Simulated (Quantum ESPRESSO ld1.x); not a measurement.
Results of a calculation; reference values are marked as such.
These are the eigenvalues of the occupied orbitals of an atom or ion with whole-number occupations (hartree). Code: ld1.x of Quantum ESPRESSO 7.5. Model: scalar-relativistic Kohn-Sham, LDA (Slater exchange, Perdew-Zunger correlation), spin-polarised, spherical densities, point nucleus.

1s up: -1066.01
1s down: -1066.00
2s up: -161.831
2s down: -161.819
2p up: -145.467
2p down: -145.457
3s up: -32.0209
3s down: -32.0104
3p up: -26.6739
3p down: -26.6627
3d up: -18.4197
3d down: -18.4065
4s up: -5.89490
4s down: -5.85526
4p up: -4.26431
4p down: -4.22306
4d up: -1.89143
4d down: -1.84228
5s up: -1.13347
5p up: -0.79403

Which element is it, and in what charge state? The configuration may be excited. Open shells, if any, are filled with parallel spins first.

Answer. Z = 50, tin, charge +2: Sn2+ in [Kr] 4d9 5s1 5p2. The list shows which subshells hold electrons but not how many an open one holds; the 1s level, -1066 hartree, gives Z - s = 46.2 by -(Z - s)^2/2, which with screening and relativity narrows Z to a few neighbours, and the depths of the outer levels then fix element, charge and occupations together.
